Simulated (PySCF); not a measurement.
Compound: C₅H₅S₂ (doublet state).
Geometry (GFN2-xTB, Å), atoms numbered from 1 in this order:
```xyz
12
C5H5S2 angstrom
C      2.833    0.157   -0.107
S      1.801   -1.129    0.268
C      0.220   -0.404    0.335
C     -0.929   -1.058    0.696
C     -2.057   -0.217    0.675
C     -1.761    1.057    0.307
S     -0.087    1.269   -0.031
H      2.534    1.166    0.085
H      3.863   -0.097   -0.244
H     -0.951   -2.098    0.962
H     -3.050   -0.546    0.925
H     -2.416    1.899    0.210
```

The hyperfine couplings belong to this conformer and change with its torsions.

As a line formula: `[CH2]Sc1cccs1` [radical].

Method used: PySCF 2.14.0, UKS B3LYP, pcH-1 on C H S, non-relativistic, mean-field spin-orbit, GIAO. Isolated species at its GFN2-xTB geometry (one conformer only). Couplings are sensitive to structure, and on GFN2-xTB geometries they can be far from those on DFT ones. Stability of the SCF solution: not tested.

(1) The isotropic 33S couplings are +7.2, -1.1 MHz. Assign them to S2; S7.

Results:

(1) 
| site | a_iso (MHz) | ρ(0) (bohr⁻³) | position | distance from C1 (Å) | spin population | largest \|T\| (MHz) |
| --- | --- | --- | --- | --- | --- | --- |
| S2 | +7.2 | +0.0222 | 1 bond from C1 | 1.69 | +0.17 | 44.4 |
| S7 | -1.1 | -0.0031 | 3 bonds from C1 | 3.13 | +0.01 | 1.5 |

ρ(0) is the spin density at the nucleus and T the dipolar tensor; a_iso includes a spin–orbit part. The Mulliken spin populations are largest on C1 (+0.82), S2 (+0.17), C4 (+0.09) and C6 (+0.08). The angles at C1 add up to 357.3°, so it is nearly planar; its axial dipolar tensor and the negative couplings of its protons fit spin in a p orbital normal to that plane.

The spin density at the nucleus, in bohr⁻³, is negative for H9 (-0.0112), H8 (-0.0090) and C5 (-0.0061), for instance. A restricted open-shell determinant has no negative spin density anywhere; here it arises because α and β orbitals differ (spin polarisation).

H8 and H9 aren't averaged: C1 is flat or nearly so (angle sum 357°), and its turn about the short C1–S2 bond (1.69 Å) is taken as slow.

The run took 53 s on Arm Neoverse V2, one thread, on a shared host.
